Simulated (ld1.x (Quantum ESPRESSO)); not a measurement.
## What one change does to a pseudopotential (tin, TM semilocal)

```json
{
  "Element": "tin (Sn)",
  "Generator": "ld1.x (Quantum ESPRESSO) 7.5",
  "Type": "norm-conserving Troullier–Martins (semilocal form)",
  "Functional": "PBE",
  "Relativity": "scalar-relativistic",
  "Frozen core": "[Kr] 4d10",
  "Valence charge": "4",
  "Reference configuration": "5s2 5p1.75 (charge +0.25)",
  "Partial waves": "5p (bound): rc 2.45 bohr; 5d channel at 0.05 Ry: rc 2.65 bohr; 5s (bound): rc 1.50 bohr",
  "Local potential": "the s channel",
  "Core correction": "none"
}
```

Change: wave 5p (bound): rc 2.45 bohr becomes 5p (bound): rc 2.54 bohr.

Cutoffs: the cutoffs (Ry, on a coarse ladder) from which the occupation-weighted sum of valence levels, in a spherical-Bessel basis at the reference potential, stays within 10 and 1 mRy of its value at 400 Ry; they do not see the model core or the augmentation charge, which bear on the density cutoff. Errors are all-electron minus pseudo energies relative to the spin-unpolarised reference configuration.

Problem. Predict the effect on cutoff, ghosts and configuration errors.

Solution. The potential gets neither clearly harder nor softer (35 Ry and 110 Ry → 35 Ry and 110 Ry); the s channel sets the loose cutoff, while the largest relative change is in p, which becomes softer; the errors of the 7 common tests hardly move; neither file shows a bound ghost. A semilocal file is local in each channel, so a ghost entry of none says nothing of the separable form that plane-wave codes build from it.

| quantity | base | changed |
| --- | --- | --- |
| cutoff, loose | 35 Ry | 35 Ry |
| cutoff, tight | 110 Ry | 110 Ry |
| loose cutoff by channel (10 mRy a level) | p 8 Ry, s 35 Ry | p 6 Ry, s 35 Ry |
| bound ghosts | none | none |
| error for 5s2 5p2, meV [ΔE -1.11 eV] | +0.5 | +0.5 |
| error for 5s2 5p1, meV [ΔE 5.76 eV] | +2.0 | +2.0 |
| error for 5s2 5p0, meV [ΔE 19.71 eV] | +41 | +41 |
| error for 5s0 5p4, meV [ΔE 13.07 eV] | +118 | +122 |
| error for 5s1 5p3, meV [ΔE 5.87 eV] | +19 | +20 |
| error for 5s2 5p1.5, meV [ΔE 1.50 eV] | -0.1 | -0.1 |
| error for 5s1 5p0, meV [ΔE 50.69 eV] | +183 | +180 |
| s: phases at 2.91 bohr within 0.05 rad from the reference energy up to (Ry; the scan ends near 5) | 0.7 | 0.7 |
| p: phases at 2.91 bohr within 0.05 rad from the reference energy up to (Ry; the scan ends near 5) | 2.5 | 2.4 |
| d: phases at 2.91 bohr within 0.05 rad from the reference energy up to (Ry; the scan ends near 5) | 0.5 | 0.5 |
